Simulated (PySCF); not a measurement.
A side-by-side comparison of computed properties.

First species: C7H10Cl2.
SMILES: `C=CC/C=C(\C)C(Cl)Cl`

Second species: C₇H₁₄FNSi.
InChI=1S/C7H14FNSi/c1-4-9(3)7-5-10(7)6(2)8/h7,10H,2,4-5H2,1,3H3/t7-,10+/m1/s1

Levels: PBE0/pcSseg-1 for dipole moment, HOMO energy, LUMO energy and HOMO–LUMO gap; GFN2-xTB for rotational constant A and rotational constant C. Geometries: GFN2-xTB. Each species is one conformer at its optimised geometry, gas phase, non-relativistic unless stated; the electronic structure was computed with PySCF and density fitting.

The conformers computed, where there is a choice (atom-mapped SMILES and torsion angles):
- `[CH2:1]=[CH:2][CH2:3]/[CH:4]=[C:5](\[CH3:6])[CH:7]([Cl:8])[Cl:9]`: C1–C2–C3–C4 -117°, C2–C3–C4–C5 -104°, C4–C5–C7–Cl8 -117°
- `[CH2:1]=[C:2]([F:3])[Si@@H:4]1[CH2:5][C@@H:6]1[N:7]([CH3:8])[CH2:9][CH3:10]`: C1–C2–Si4–C5 36°, C5–C6–N7–C8 -149°, C6–N7–C9–C10 -67°

| property | column X | column Y |
| --- | --- | --- |
| dipole moment | 2.46 D | 2.03 D |
| HOMO energy | -7.47 eV | -6.29 eV |
| LUMO energy | -0.69 eV | -0.60 eV |
| HOMO–LUMO gap | 6.78 eV | 5.69 eV |
| rotational constant A | 2.090 GHz | 1.959 GHz |
| rotational constant C | 0.471 GHz | 0.599 GHz |

Task: Which column belongs to which species?

Result: Column X is the first species and column Y the second. The first has 19 atoms and 86 electrons, the second 24 and 86.

Task: How does each property change from the first species to the second?

Result: dipole moment -0.43 D; HOMO energy +1.18 eV; LUMO energy +0.09 eV; HOMO–LUMO gap -1.09 eV; rotational constant A -0.131 GHz; rotational constant C +0.128 GHz.

On the first: The dipole equals about 8.2 × 10⁻³⁰ C·m (1 D = 3.33564 × 10⁻³⁰ C·m). A dipole of 2.46 D is allowed in C1, and pure rotational transitions are dipole-allowed.

On the second: The dipole equals about 6.8 × 10⁻³⁰ C·m (1 D = 3.33564 × 10⁻³⁰ C·m).
